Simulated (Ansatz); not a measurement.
```xyz
13

Si   -1.6696   -1.4180    0.1203
C    -0.2239   -0.3335    0.6637
N     0.1244    0.6316   -0.3707
Si    1.6978    1.2364   -0.5971
Cl    2.3738    2.4570    0.9347
H    -1.2750   -2.2587   -1.0390
H    -2.1196   -2.2884    1.2398
H    -2.7965   -0.5353   -0.2917
H     0.6378   -0.9865    0.8417
H    -0.4448    0.1417    1.6293
H    -0.6502    1.2040   -0.6708
H     2.6418    0.0978   -0.6296
H     1.7040    2.0517   -1.8307
```

Total charge 0; spin multiplicity 1.

Q: List the PBE/def2-TZVPP orbital energies in eV (Ansatz). (Best estimate.)

A: The calculation gave: Occupied: -2738.63, -1780.51, -1779.56, -380.72, -269.92, -249.22, -189.90, -189.75, -189.74, -138.15, -137.34, -94.93, -94.87, -94.84, -94.07, -94.06, -94.06, -22.35, -20.20, -16.87, -13.77, -13.14, -11.84, -10.82, -10.37, -9.37, -9.09, -8.48, -8.39, -8.12, -7.70, -7.36, -5.97. Lowest empty: -0.62, -0.18, -0.01, 0.47, 0.58, 0.80, 1.07, 1.28.
